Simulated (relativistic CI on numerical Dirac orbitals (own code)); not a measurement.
Sb XXXVI: computed level list

Computed by Dirac-Coulomb-Breit CI, separate exchange-only KLI orbitals for each configuration, QED by a radiative potential, unscaled Slater integrals (own radial code, finite nucleus).

Configuration list (outside the closed core [Ne]): 3s2.3p4, 3s.3p5, 3s2.3p3.3d, 3p6, 3s.3p4.3d, 3p5.3d, 3s.3p3.3d2, 3s2.3p2.3d.4p, 3p5.4s, 3s.3p3.3d.4s, 3p5.4p, 3s2.3p3.4s, 3s2.3p3.4p, 3s2.3p3.4d, 3p4.3d.4p, 3s.3p4.4s, 3s2.3p3.4f, 3s.3p4.4p, 3s.3p4.4d, 3s.3p4.4f, 3s2.3p3.5s, 3s2.3p3.5p, 3s2.3p2.4s.4p, 3s2.3p3.5d, 3s2.3p3.5f, 3s2.3p3.5g, 3s.3p3.4s2, 3s.3p4.5s, 3s2.3p2.3d2, 3s2.3p.3d3, 3s.3p2.3d3, 3s2.3p.3d2.4s, 3s2.3p.3d2.4p, 3s2.3p.3d2.4d, 3p4.3d2, 3p3.3d3, 3p3.3d2.4s, 3p3.3d2.4p, 3p3.3d2.4d, 3s2.3p2.3d.4s, 3s.3p2.3d2.4s, 3s2.3p.3d.4s2, 3s2.3p.3d.4s.4p, 3s2.3p.3d.4s.4d, 3p4.3d.4s, 3p3.3d.4s2, 3p3.3d.4s.4p, 3p3.3d.4s.4d, 3s2.3p2.4s2, 3s.3p2.3d.4s2, 3s2.3p.4s2.4p, 3s2.3p.4s2.4d, 3s2.3p2.4p2, 3s2.3p.3d.4p2, 3s.3p2.3d.4p2, 3s2.3p.4s.4p2, 3s2.3p.4p3, 3s2.3p.4p2.4d, 3s.3p3.4s.4p, 3s.3p2.3d.4s.4p, 3s.3p2.4s2.4p, 3s.3p2.4s.4p2, 3s.3p2.4s.4p.4d. Double excitations out of closed p, d and f shells are left out; levels of such configurations are missing from the list, as are those of other unlisted configurations, and high levels can miss mixing partners. These lack a partner that the ground configuration has and come out too high: 3s2.3p3.4f, 3s.3p4.4p, 3s.3p4.4d, 3s.3p4.4f, 3s2.3p3.5s.

The lowest level is 3s2.3p4 3P_2, with 72 % of that term; Hund's rules for 3s2.3p4 give 3P with J = 2, in agreement.

```tsv
No.	Configuration	Term	J	E (cm⁻¹)	%	Next component (%)	Landé g	Lifetime (s)
1	3s2.3p4	3P	2	0	72	26 1D	1.361	
2	3s2.3p4	1S	0	95638	56	42 3P		1.69e-01
3	3s2.3p4	3P	1	461545	98	1 3s.3p4.3d 3P	1.496	5.04e-07
4	3s2.3p4	1D	2	515017	72	26 3P	1.128	9.24e-07
5	3s2.3p4	3P	0	1016313	56	41 1S		1.91e-07
6	3s2.3p3.3d	3F°	2	1155816	25	24 3D°	1.146	1.47e-09
7	3s2.3p3.3d	5D°	1	1174806	31	24 3P°	1.217	1.22e-09
8	3s2.3p3.3d	3F°	3	1196037	27	26 5D°	1.192	3.39e-09
9	3s2.3p3.3d	3P°	0	1196177	47	41 5D°		1.27e-08
10	3s.3p5	3P°	2	1219216	43	21 3s2.3p3.3d 3P°	1.315	1.49e-10
11	3s2.3p3.3d	3F°	4	1289394	41	39 5D°	1.303	7.67e-05
12	3s.3p5	3P°	2	1392993	31	27 3s2.3p3.3d 5D°	1.363	1.19e-11
13	3s.3p5	3P°	1	1393300	26	22 3s2.3p3.3d 3P°	1.317	1.28e-11
14	3s2.3p3.3d	3D°	3	1411005	22	22 3G°	1.115	1.29e-11
15	3s2.3p3.3d	3D°	1	1493180	57	13 3P°	0.882	1.27e-11
16	3s2.3p3.3d	5D°	0	1581799	35	30 1S°		5.24e-08
17	3s2.3p3.3d	3F°	2	1586350	46	30 3D°	1.004	2.17e-10
18	3s2.3p3.3d	3D°	1	1590990	50	25 5D°	0.939	4.27e-11
19	3s2.3p3.3d	3F°	3	1621246	46	20 3G°	1.118	2.28e-10
20	3s2.3p3.3d	3G°	4	1675281	59	18 1G°	1.093	2.99e-06
21	3s.3p5	3P°	0	1685252	41	27 3s2.3p3.3d 1S°		8.82e-11
22	3s2.3p3.3d	3D°	3	1688928	60	24 5D°	1.317	1.97e-10
23	3s2.3p3.3d	5D°	4	1707307	40	29 1G°	1.251	7.40e-07
24	3s2.3p3.3d	3D°	1	1714047	33	28 1P°	0.965	1.27e-10
25	3s2.3p3.3d	3F°	2	1733094	52	28 1D°	0.889	2.62e-11
26	3s2.3p3.3d	3F°	4	1762623	64	30 1G°	1.166	3.83e-06
27	3s2.3p3.3d	3G°	5	1782948	99	1 3s.3p3.3d2 3G°	1.195	3.21e-06
28	3s2.3p3.3d	3S°	1	1838409	48	13 3s.3p5 1P°	1.539	2.28e-12
29	3s2.3p3.3d	3D°	3	1840123	62	12 3F°	1.192	1.99e-12
30	3s2.3p3.3d	3P°	2	1842796	43	16 1D°	1.288	1.86e-12
```

Energies count from the lowest computed level; ° marks odd parity; lifetimes are radiative, by E1, M1, E2, M2, E3 decay to levels of this space only.

The mean weight of the leading LS term, summed over parents, in these 30 levels is 49 %, and that of the leading jj configuration (from the same eigenvectors) 80 %, so jj coupling describes them better and the LS labels are nominal.

At this charge energies of transitions that change n are usually good to better than 1 %, and those within a shell (Δn = 0) to a few per cent.

LS names give the leading component of a level, which can be under half, so a name can repeat, a term be missing and a line seem to break the LS rules.
